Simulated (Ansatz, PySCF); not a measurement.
This triplet is an excited state, 2.33 eV above the relaxed singlet at the level composite: frozen-core CCSD(T) with HF/cc-pVQZ and the correlation energy extrapolated as X^-3 from cc-pVTZ and cc-pVQZ, plus CCSDT(Q) minus CCSD(T) in cc-pVDZ // PBE0-D3(BJ)/def2-TZVP (Ansatz, a first-principles code).

Cartesian coordinates (Å):
```xyz
3

Cl    -1.7542    -0.3524     0.0000
Si    -0.0011     0.6993     0.0000
Cl     1.7553    -0.3469     0.0000
```
Charge 0, spin multiplicity 3.

Q: Give the dipole moment, highest occupied spin orbital and total energy at the level PBE0-D3(BJ)/def2-TZVP (PySCF).

A: 
```yaml
dipole_moment: 0.71 D
highest_occupied_spin_orbital: -5.30 eV
total_energy: -1209.4987 Ha
```
